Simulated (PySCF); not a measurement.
Two-component Hartree-Fock for Pm³⁹⁺ (promethium, charge +39)

Start: [Ar] 3d4; 3d3/2 filled at m_j = -3/2, -1/2, +1/2, +3/2. Calculated with PySCF 2.14 in an even-tempered Gaussian basis (16 s from 8.1 bohr⁻², ratio 2.8; 12 p from 11 bohr⁻², ratio 2.8; 8 d from 11 bohr⁻², ratio 2.8; 3 f from 35 bohr⁻², ratio 3): generalised Hartree-Fock with the X2C-1e Hamiltonian and a Gaussian nucleus; one run each with spin-orbit coupling (SO) switched off, then screened by Boettger's factors.

```tsv
spinor shell	electrons	ε, spin-free (eV)	ε, screened SO (eV)	weight of nominal j (screened SO)	rms radius, screened SO (bohr)
1s1/2	2	-47468.7	-47458.1	1.000	0.0264
2s1/2	2	-9498.0	-9493.1	1.000	0.106
2p1/2	2	-8700.3	-9106.6	1.000	0.0912
2p3/2	4	-8700.3	-8518.3	1.000	0.0969
3s1/2	2	-3424.8	-3423.2	1.000	0.264
3p1/2	2	-3165.2	-3273.5	1.000	0.254
3p3/2	4	-3165.2	-3115.9	1.000	0.266
3d3/2	4	-2888.4	-2895.6	1.000	0.231
```

| quantity | spin-free | screened SO |
| --- | --- | --- |
| E (hartree) | -8852.41610 | -8859.53596 |
| M_J | 0 | 0 |
| ⟨J²⟩ | 4.001 | 0.000 |
| ⟨L²⟩ | 6.001 | 2.425 |
| ⟨S²⟩ | 6.000 | 2.425 |

Breit and QED terms are absent; they matter most for the inner s and p1/2 levels.

Densities and radii are taken from the X2C orbitals without a picture-change correction, which distorts them close to the nucleus.

Without spin-orbit coupling the j labels of p, d and f shells carry no meaning; the spin-free column gives the mean over the occupied spinors of each nl shell, and its ⟨J²⟩ belongs to a mixture of degenerate components.
